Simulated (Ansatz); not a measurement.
Computed with Ansatz on PBE0-D4/def2-TZVP structures; ΔE is electronic, products minus reactants. CCSD(T)/CBS is the MP2 limit (def2-TZVPP, def2-QZVPP) plus CCSD(T) − MP2 in def2-TZVPP, frozen cores. This one scheme is used for every species. Functionals use def2-TZVPP. def2 core potentials past Kr. For I outer-core shells are correlated without core-valence functions, which leaves a few kJ/mol of doubt a bond. One conformer a species, not always the lowest.

Reaction (formal exchange of groups at the Si–S bond): `O[SiH](S)I` + CH₄ → `C[SiH](O)I` + H₂S

`O[SiH](S)I`:

```xyz
7

O     1.138   -0.656    1.092
Si    0.087   -0.412   -0.131
S     0.406    1.541   -0.918
I    -2.246   -0.619    0.581
H     1.126   -0.035    1.824
H     0.346   -1.495   -1.096
H    -0.857    1.677   -1.353
```

CH₄:

Z-matrix (Å, degrees):
```
C
H 1 1.090
H 1 1.090 2 109.5
H 1 1.090 2 109.5 3 -120.0
H 1 1.090 2 109.5 3 120.0
```

`C[SiH](O)I`:

Z-matrix (Å, degrees):
```
C
Si 1 1.854
H 1 1.092 2 110.3
H 1 1.094 2 109.8 3 119.7
H 1 1.092 2 111.2 3 -120.0
O 2 1.638 1 113.4 3 -177.4
I 2 2.460 1 107.8 3 61.1
H 2 1.478 1 112.6 3 -57.5
H 6 0.959 2 118.4 1 -72.2
```

H₂S:

```xyz
3

S     0.411   -0.098    0.453
H     0.297    0.823   -0.515
H    -0.708   -0.725    0.062
```

```tsv
level	ΔE (kJ/mol)
PBE-D4	64.5
HF/def2-TZVPP	54.4
CCSD/def2-TZVPP	54.2
HF/def2-QZVPP	53.8
```

**Question.** What does CCSD(T)/CBS give? (An estimate is asked.)

**Answer.** Computed: +59.7 kJ/mol. The listed levels differ from it by 4.8, -5.3, -5.5, -5.9 kJ/mol.

Largest T1 diagnostic among the species: 0.010.

The D4 term adds +3.1 kJ/mol with B3LYP and +1.5 kJ/mol with PBE0; it sums over pairs of atoms, weighted by their polarisabilities, and B3LYP, whose exchange is more repulsive, gets the larger term.

CCSD(T)/CBS has its own doubt, a few kJ/mol and more with outer-core shells, so smaller differences from it don't rank the levels.

B3LYP here is the variant with VWN-RPA as its local correlation; programs differ in this.
